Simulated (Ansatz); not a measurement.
Geometry optimisation, RKS PBE0-D4/def2-SVP (Ansatz 0.2.0).

input.yaml

```yaml
crystal:
  periodic: [false, false, false]
  atoms:
    - { symbol: Ge, position_ang: [0.0, 0.0, 0.0] }
    - { symbol: H, position_ang: [0.0, 0.0, 1.9] }
    - { symbol: H, position_ang: [1.4616, 0.0, -0.5162] }
    - { symbol: Cl, position_ang: [-1.0456, 1.8115, -0.7393] }
    - { symbol: F, position_ang: [-0.7913, -1.3709, -0.5594] }
    - { symbol: Si, position_ang: [0.9784, 2.2754, 0.823] }
    - { symbol: H, position_ang: [2.1219, 2.0269, 1.6961] }
    - { symbol: H, position_ang: [1.4078, 3.0657, -0.327] }
    - { symbol: H, position_ang: [-0.0463, 3.0082, 1.5609] }
    - { symbol: H, position_ang: [0.3832, 0.8911, 1.9684] }
basis:
  gaussian: { orbitals: def2-SVP }
hamiltonian:
  xc: pbe0
  dispersion: d4
relax:
  f_tol: 0.15
  max_steps: 25
  restrain:
    - { distance: [0, 5], at: 3.51, k: 30.0 }
    - { distance: [9, 1], at: 1.86, k: 30.0 }
    - { distance: [0, 1], at: 1.55, k: 30.0 }
    - { distance: [9, 5], at: 1.46, k: 30.0 }
output:
  orbitals: {}
```

Command:

```bash
$ ansatz run input.yaml --threads 4 --pin off --max-ram 5120MiB --backend cpu --events-out ev --progress --plain --runs-dir out
```

Where does it end, and by what steps?

It converged. The restraints hold the end off the free minimum; the threshold counts their pulls, which the force column leaves out. Restrained pairs: Ge1–Si6 (2.61 → 3.52 Å), H2–H10 (0.97 → 1.87 Å), Ge1–H2 (1.90 → 1.54 Å), Si6–H10 (1.89 → 1.47 Å). After 9 steps the energy has fallen by 5.089 eV (the restraints' own energy left out); H7 moved furthest, 1.00 Å.

| step | energy less start (eV) | largest force component (eV/Å) | accepted |
| --- | --- | --- | --- |
| 0 | 0.0000 | 2.746 | yes |
| 1 | -1.2314 | 3.684 | yes |
| 2 | -2.0120 | 5.026 | yes |
| 3 | -3.2427 | 4.316 | yes |
| 4 | -4.2317 | 2.325 | yes |
| 5 | -4.7991 | 0.689 | yes |
| 6 | -5.0385 | 0.532 | yes |
| 7 | -5.0777 | 0.746 | yes |
| 8 | -5.0813 | 0.693 | yes |
| 9 | -5.0886 | 0.606 | yes |

```xyz
10
Properties=species:S:1:pos:R:3
Ge -0.198 -0.305 -0.098
H -0.237 -0.371 1.441
H 1.199 -0.218 -0.711
Cl -1.365 1.387 -0.729
F -0.969 -1.712 -0.758
Si 1.205 2.589 1.325
H 2.413 2.864 2.160
H 1.554 2.730 -0.116
H 0.111 3.532 1.691
H 0.757 1.211 1.600
```

The run took 19 s on 4 threads of Arm Neoverse V2, on a shared host, peak memory 0.28 GiB.
